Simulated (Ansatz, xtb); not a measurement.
# Relative energy of two isomers of C4H2F2Se

Structure a is `Fc1c[se]cc1F`, a singlet and structure b is `Fc1ccc(F)[se]1`, a singlet. Both are isolated molecules in the gas phase, relaxed with r2SCAN-D4/def2-SVP.

Question: Which of the two would you expect CCSD(T)/def2-SVP + ΔMP2/def2-TZVPP electronic energies to favour?

Answer: Structure a; the calculation gives E(b) − E(a) = +0.253 eV.

The same difference at several levels:

| level | geometry | E(b) − E(a) (eV) | departure from the last row (eV) | job, with rough time for the two |
| --- | --- | --- | --- | --- |
| GFN2-xTB | GFN2-xTB | 0.000 | −0.253 | optimisation, 0.12 s |
| HF/STO-3G | GFN2-xTB | −0.077 | −0.331 | single point, 0.44 s |
| r2SCAN-D4/def2-SVP//GFN2-xTB | GFN2-xTB | +0.206 | −0.047 | single point, 2.7 s |
| r2SCAN-D4/def2-SVP | r2SCAN-D4/def2-SVP | +0.205 | −0.048 | optimisation, 20 s |
| HF/def2-SVP | r2SCAN-D4/def2-SVP | +0.285 | +0.032 | part of the CCSD(T) run |
| MP2/def2-SVP | r2SCAN-D4/def2-SVP | +0.245 | −0.009 | part of the CCSD(T) run |
| CCSD(T)/def2-SVP | r2SCAN-D4/def2-SVP | +0.217 | −0.036 | single point |
| CCSD(T)/def2-SVP + ΔMP2/def2-TZVPP | r2SCAN-D4/def2-SVP | +0.253 |  | single point, 56 s |

As drawn, both hold the same kinds of bond in the same numbers.

HF/STO-3G puts the two in the other order. GFN2-xTB finds them nearly level. The largest departure from CCSD(T)/def2-SVP + ΔMP2/def2-TZVPP is that of HF/STO-3G, 0.331 eV. The last row adds to CCSD(T) the change of the MP2 difference between the two basis sets, here +0.036 eV.

With thermal terms from frequencies at re-optimised GFN2-xTB minima (ideal gas, soft modes damped towards free rotors, one conformer each, 298.15 K, 1 atm): on the last row, ΔE + ΔZPE = +0.261, ΔH = +0.264, ΔG = +0.259 eV.

The correlated steps freeze 15 core orbitals; the filled d shell of Se is correlated, in a basis made for valence electrons. Programs: Ansatz 0.2.0, xtb 6.7.1; the last row on 2 threads of Intel(R) Xeon(R) 6975P-C (Granite Rapids) on a shared host.
